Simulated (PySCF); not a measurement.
# Substituent chemical shifts

Parent skeleton `[CH3:1][CH2:2][NH:3][SiH2:4][SH:5]`; one hydrogen on atom 2 is replaced by X. Hydrogens on one atom are averaged.

Averaged over atoms made equivalent by symmetry, fast rotation or ring inversion, one computed conformer, non-relativistic Hamiltonian, in vacuum. GFN2-xTB structure; σ from GIAO-PBE0/pcSseg-1; PySCF 2.14.0 with density-fitted response routines.

Shifts are taken against calculated references (same method and geometry level): 13C (σ = 186.93 ppm), 29Si (σ = 349.16 ppm), 1H (σ = 31.72 ppm) against TMS; NH3 for 15N (σ = 267.73 ppm); 33S (σ = 503.73 ppm) vs CS2.

Parent (X = H): C1 22.3, C2 40.5, N3 47.7, Si4 -32.4, S5 -233.4, H(C1) 1.15, H(C2) 2.90, H(Si4) 5.21, H(S5) 0.37 ppm. Effects are Δδ = δ(X) − δ(H), positive for deshielding.

Question: Give Δδ (ppm) for X = iPr, C2H5, cPr, CH=NMe, allyl, propynyl, CH2CN, vinyl, CH2NH2.

Answer: 
```tsv
X	SMILES	C1	C2	N3	Si4	S5	H(C1)	H(C2)	H(Si4)	H(S5)
iPr	CC(C)[C@H](C)N[SiH2]S	+3.7	+17.8	-1.1	+0.1	-40.1	+0.08	-0.97	+0.29	-0.78
C2H5	CC[C@@H](C)N[SiH2]S	+6.8	+12.5	+12.4	-0.1	-1.1	+0.05	-0.57	+0.04	+0.04
cPr	C[C@H](N[SiH2]S)C1CC1	+5.6	+17.0	+15.9	+0.0	-3.9	+0.15	-1.35	+0.01	-0.02
CH=NMe	C/N=C\[C@@H](C)N[SiH2]S	+2.3	+2.4	-4.4	+5.7	-33.5	+0.11	+0.89	+0.41	-0.69
allyl	C=CC[C@@H](C)N[SiH2]S	+4.0	+10.1	+17.2	-0.1	-4.1	-0.02	-0.27	+0.06	-0.04
propynyl	CC#C[C@@H](C)N[SiH2]S	+8.1	+1.9	+16.2	+0.6	-4.6	+0.19	+0.66	+0.01	-0.02
CH2CN	C[C@@H](CC#N)N[SiH2]S	+4.4	+10.2	+16.2	+1.8	-0.9	+0.27	+0.07	+0.04	+0.00
vinyl	C=C[C@H](C)N[SiH2]S	+5.3	+15.9	+16.8	+0.6	-9.1	+0.10	+0.12	-0.05	-0.10
CH2NH2	C[C@@H](CN)N[SiH2]S	+1.3	+16.1	+11.6	-0.2	-5.4	-0.04	-0.78	+0.05	-0.06
```

Question: Which position responds most, and to which substituents?

Answer: S5: from -40.1 ppm with iPr to -0.9 ppm with CH2CN.

Experimental scales use liquid or dissolved standards, which lie at an offset from isolated NH3 (liquid NH3: subtract about 20 ppm).
